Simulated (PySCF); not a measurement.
Gd (gadolinium, neutral) across methods

[Xe] 4f8 5d1 6s1, one real determinant (an excited configuration). Computed with PySCF 2.14 in cc-pVDZ-X2C, with the spin-free X2C one-electron Hamiltonian (Gaussian nucleus).

```tsv
method	E (hartree)	mean ε 4f α (eV)	mean ε 5d α (eV)	mean ε 4f β (eV)	Σ⟨r²⟩ (bohr²)	⟨S²⟩
PBE0	-11270.36	-5.136	-1.967	-0.163	74.38	20.006
r2SCAN	-11270.73	-2.661	-1.438	2.000	73.84	20.007
PBE	-11270.45	-2.557	-1.247	1.685	74.37	20.005
UHF	-11266.52205	-12.880	-3.772	-5.502	77.06	20.009
```

(1) Estimate the same row for LDA.

⟨L²⟩ = 18.04 against 30 for a pure H term, so this real determinant mixes terms. Spin-orbit coupling, absent here, splits the open shell strongly.

The highest occupied level is positive at LDA, r2SCAN, PBE: only the finite basis holds that electron, which in a density functional comes from self-interaction.

## Answers

(1) E (hartree) = -11262.33; mean ε 4f α (eV) = -2.740; mean ε 5d α (eV) = -1.217; mean ε 4f β (eV) = 1.777; Σ⟨r²⟩ (bohr²) = 73.60; ⟨S²⟩ = 20.006.
